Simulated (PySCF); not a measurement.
PySCF job for C4H7BO, SMILES C#CCB(C)O, PBE/pcSseg-1. Geometry: B3LYP-D3(BJ)/def2-SVP. The structure was generated by enumeration, and PubChem lists no compound with its InChIKey, so it may never have been made. One conformer was computed; it need not be the lowest.

```python
import numpy as np
from pyscf import gto, scf, dft
from pyscf.prop.nmr import rks as nmr

mol = gto.M(
    atom='''
    C     2.55934894    0.72746412    0.22385690
    C     1.66310428   -0.03734246   -0.06922557
    C     0.49058582   -0.84339501   -0.37412997
    B    -0.88614482   -0.09064868   -0.01941096
    C    -2.27034692   -0.80992243   -0.22087099
    O    -0.85330472    1.16745607    0.47083964
    H     3.38858607    1.36451946    0.46649097
    H     0.47217289   -1.11674014   -1.44552622
    H     0.52102051   -1.80472260    0.17099095
    H    -3.12435687   -0.13022165   -0.08292995
    H    -2.34559493   -1.28099734   -1.21582744
    H    -2.36910954   -1.63268616    0.51097902
    H     0.05829099    1.49361796    0.56837834
    ''',
    basis='pcSseg-1',
    charge=0,
    spin=0,
    max_memory=1600,
    verbose=3,
)
mf = dft.RKS(mol, xc='pbe')
mf.grids.level = 3
mf.conv_tol = 1e-10
mf.max_cycle = 100
mf.kernel()
n = nmr.NMR(mf)
n.verbose = 2
n.max_cycle_cphf = 60
sigma = n.kernel()
print('atom   isotropic/ppm   span/ppm')
for i, s in enumerate(sigma):
    w = np.linalg.eigvalsh((s + s.T) / 2)
    print(f'{mol.atom_symbol(i):2s}{i + 1:3d} {w.mean():14.3f} {w[2] - w[0]:11.3f}')
```

Program output:

```
converged SCF energy = -256.355715957257
atom   isotropic/ppm   span/ppm
C   1        106.754     219.173
C   2         96.278     293.210
C   3        164.885      37.962
B   4         47.317      94.279
C   5        176.251      32.369
O   6        124.813     345.964
H   7         29.392      15.243
H   8         29.348      10.552
H   9         29.306      10.384
H  10         30.549      10.149
H  11         30.837       8.763
H  12         30.840       8.970
H  13         23.946      11.237
```

Self-consistency was reached.
